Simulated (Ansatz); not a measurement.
`[SiH3][SiH]1[CH2][AlH]1` + `C[BH][GeH3]` → `C[BH][GeH2][SiH3]` + `[CH2]1[AlH][SiH2]1`  (formal exchange of groups at the Si–Si bond)

Computed with Ansatz on PBE0-D4/def2-TZVP structures; ΔE is electronic, products minus reactants. CCSD(T)/CBS adds triple-zeta CCSD(T) − MP2 to the extrapolated MP2 energy (def2 sets, frozen cores). Functionals use def2-TZVPP. For Ge outer-core shells are correlated without core-valence functions, which leaves a few kJ/mol of doubt a bond. Scalar relativity is left out up to krypton. One conformer a species, not always the lowest.

```csv
level,ΔE (kJ/mol),difference from CCSD(T)/CBS
PBE-D4,-5.6,3.7
PBE0-D4,-6.1,3.2
ωB97M-V,-10.4,-1.1
B2PLYP,-9.9,-0.6
PBE0,-6.7,2.6
HF/def2-TZVPP,-10.1,-0.8
MP2/def2-TZVPP,-10.3,-1.0
CCSD/def2-TZVPP,-9.7,-0.4
SCS-MP2/def2-QZVPP,-10.0,-0.7
CCSD/CBS(def2),-10.3,-1.0
CCSD(T)/CBS,-9.3,0
```

Largest T1 diagnostic among the species: 0.014.
